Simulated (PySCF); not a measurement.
## Mayer bond orders and bond lengths

Species: C9H8.
Atom-mapped SMILES: `[CH:1]#[C:2][CH2:3][C:4]1=[CH:5][C:6](=[CH2:7])[C:8]1=[CH2:9]` (hydrogens: H10 on C1; H11, H12 on C3; H13 on C5; H14, H15 on C7; H16, H17 on C9)

Geometry (GFN2-xTB, Å), atoms numbered from 1 in this order:
```xyz
17
C9H8 angstrom
C      3.737   -0.101   -0.293
C      2.670   -0.626   -0.162
C      1.367   -1.238    0.002
C      0.298   -0.227    0.216
C      0.236    1.124    0.298
C     -1.219    1.117    0.516
C     -2.167    2.017    0.705
C     -1.158   -0.375    0.427
C     -2.017   -1.376    0.502
H      4.676    0.350   -0.410
H      1.127   -1.832   -0.889
H      1.390   -1.925    0.857
H      0.963    1.910    0.230
H     -3.195    1.730    0.844
H     -1.947    3.071    0.728
H     -3.066   -1.206    0.670
H     -1.702   -2.402    0.398
```

Bond orders from the PBE0/pcSseg-1 density (PySCF). Geometry: GFN2-xTB, one conformer, isolated molecule.

Question: How far do the computed orders between heavy atoms stray from the drawn ones?

Answer: The largest departure is 0.454, at C1–C2 (drawn triple, 2.546). Drawn double or triple, more than 0.30 short of the drawn order: C1–C2 (2.546) and C4–C5 (1.599).

Question: Set the Mayer orders of the bonds beside their lengths.

Answer: 
```csv
bond,drawn as,length (Å),Mayer order
C1–C2,triple,1.196,2.546
C2–C3,single,1.449,1.101
C3–C4,single,1.486,1.019
C4–C5,double,1.355,1.599
C5–C6,single,1.472,1.006
C6–C7,double,1.321,1.983
C6–C8,single,1.496,0.961
C8–C9,double,1.321,2.021
C8–C4,single,1.479,1.038
C1–H10,single,1.049,1.151
C3–H11,single,1.097,0.892
C3–H12,single,1.097,0.892
C5–H13,single,1.073,1.064
C7–H14,single,1.076,0.915
C7–H15,single,1.077,0.919
C9–H16,single,1.076,0.904
C9–H17,single,1.078,0.907
```

By pair of heavy elements: C–C: lowest C6–C8 (0.961, 1.496 Å), highest C1–C2 (2.546, 1.196 Å); in 1 of the 36 pairs the longer bond (by over 0.003 Å) has the higher order (by 0.02 or more).

Question: Sum the orders of all bonds at each heavy atom with more than one neighbour and set the sums beside the valence in the SMILES.

Answer: C1 3.697 (drawn 4), C2 3.647 (drawn 4), C3 3.904 (drawn 4), C4 3.656 (drawn 4), C5 3.669 (drawn 4), C6 3.950 (drawn 4), C7 3.817 (drawn 4), C8 4.020 (drawn 4), C9 3.832 (drawn 4). Orders between atoms that aren't bonded are not in these sums.

Mayer orders depend on the basis set.
